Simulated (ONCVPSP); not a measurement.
# Transferability test, ONCV potential for Cr

```json
{
  "Element": "chromium (Cr)",
  "Generator": "ONCVPSP 4.0.1",
  "Type": "optimised norm-conserving Vanderbilt (ONCV)",
  "Functional": "PBE",
  "Relativity": "scalar-relativistic",
  "Frozen core": "[Ne]",
  "Valence charge": "14",
  "Reference configuration": "3s2 3p6 3d5 (charge +1)",
  "Partial waves": "3s: rc 0.85 bohr, ncon 5, nbas 9, qcut 9 1/bohr, 2 projectors, debl 0.7 Ha; 3p: rc 1.30 bohr, ncon 3, nbas 7, qcut 9.8 1/bohr, 2 projectors, debl 2.6 Ha; 3d: rc 2.20 bohr, ncon 5, nbas 10, qcut 7 1/bohr, 2 projectors, debl 2.2 Ha",
  "Local potential": "polynomial inside 0.65 bohr (lpopt 5, dvloc0 -1 Ha)",
  "Core correction": "Teter function, fcfact 2.5, rcfact 1.65"
}
```

In the s channel the program set the typed energies aside and used -2.976, 0.250 Ha.

Energies are relative to the spin-unpolarised reference configuration 3s2 3p6 3d5; without spin polarisation the order of configurations can differ from experiment.

(1) Give the all-electron excitation energy and the error of the potential for: 3s2 3p6 3d5 4s1; 3s2 3p6 3d4; 3s2 3p6 3d3; 3s2 3p6 3d4 4s1.

Levels in the configuration 3s2 3p6 3d4:

```csv
level,all-electron (eV),pseudo (eV)
3s,-95.147,-95.012
3p,-66.460,-66.343
3d,-22.856,-22.662
```

## Answers

(1)

```json
{"valence configuration": "3s2 3p6 3d5 4s1", "charge": "0", "ΔE all-electron (eV)": "-6.902", "error AE − PS (meV)": "+10"}
{"valence configuration": "3s2 3p6 3d4", "charge": "+2", "ΔE all-electron (eV)": "16.052", "error AE − PS (meV)": "+67"}
{"valence configuration": "3s2 3p6 3d3", "charge": "+3", "ΔE all-electron (eV)": "46.801", "error AE − PS (meV)": "+561"}
{"valence configuration": "3s2 3p6 3d4 4s1", "charge": "+1", "ΔE all-electron (eV)": "1.086", "error AE − PS (meV)": "+104"}
```
